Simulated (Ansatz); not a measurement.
Input file for C₂H₈SSi, SMILES `CC([SiH3])S`:

```yaml
crystal:
  periodic: [false, false, false]
  atoms:
    - {symbol: C, position_ang: [-1.292585, 0.695364, -0.032764]}
    - {symbol: C, position_ang: [0.118182, 0.367173, -0.495351]}
    - {symbol: Si, position_ang: [1.218050, -0.383602, 0.838723]}
    - {symbol: S, position_ang: [0.159970, -0.723932, -1.951882]}
    - {symbol: H, position_ang: [-1.273533, 1.425563, 0.781840]}
    - {symbol: H, position_ang: [-1.888435, 1.105160, -0.851452]}
    - {symbol: H, position_ang: [-1.803581, -0.198957, 0.333381]}
    - {symbol: H, position_ang: [0.612598, 1.276167, -0.855295]}
    - {symbol: H, position_ang: [1.197651, 0.454590, 2.071781]}
    - {symbol: H, position_ang: [2.614629, -0.503511, 0.352692]}
    - {symbol: H, position_ang: [0.686484, -1.731952, 1.177936]}
    - {symbol: H, position_ang: [-0.272530, -1.837264, -1.335410]}
basis:
  gaussian: {orbitals: def2-SVP}
correlation: {method: ccsd_t}
```

```sh
$ ansatz run in.yaml --threads 4 --pin off --events-out ev --progress --plain --max-ram 10444MiB
```

Output of Ansatz, abridged:

```
Functional definition: HF
1031 factors; integrals over basis functions are off by at most 1.1e-3 eV
mean field evaluation 1: about -20857.4948 eV, gradient 2.4e1 eV
mean field evaluation 2: about -20857.4991 eV, gradient 2.4e1 eV
mean field evaluation 4: about -20859.5349 eV, gradient 3.1e0 eV
mean field evaluation 8: about -20859.5673 eV, gradient 1.1e-4 eV
mean field -20859.56731051 eV, -766.5749595388 hartree, gradient 1.3e-6 eV, S^2 0.000000; 0 other end points of the search recorded, 0 dependent functions left out
12 core orbitals not correlated: weight in the atoms' cores, before any rotation towards them, 1.000 or more for the frozen orbitals, at most 0.000 for the correlated occupied ones
reference -20859.56731051 eV, -766.5749595388 hartree; 13, 13 occupied and 79, 79 virtual orbitals, 1031 factors
second order -14.40199809 eV of doubles, -0.00000000 eV of singles
cycle   1  -15.60336962 eV  change    -1.2e0 eV  update   8.6e-2
cycle   2  -16.10003180 eV  change   -5.0e-1 eV  update   2.6e-2
cycle   3  -16.15241381 eV  change   -5.2e-2 eV  update   8.3e-3
cycle   4  -16.15203962 eV  change    3.7e-4 eV  update   2.3e-3
cycle   5  -16.15192746 eV  change    1.1e-4 eV  update   6.9e-4
cycle   6  -16.15175811 eV  change    1.7e-4 eV  update   2.2e-4
cycle   7  -16.15173095 eV  change    2.7e-5 eV  update   7.3e-5
cycle   8  -16.15173542 eV  change   -4.5e-6 eV  update   2.7e-5
perturbative correction -0.47205029 eV, -0.0173475283 hartree
Total energy: -20876.19109623 eV, -767.1858723960 hartree
```

Hardware: 4 threads of an Arm Neoverse V2 on a shared host. Wall time 3.3 s, peak host memory 0.44 GiB.

The correlation energy is -16.624 eV, 2.8 % of it from (T); the T1 diagnostic reads 0.0092.
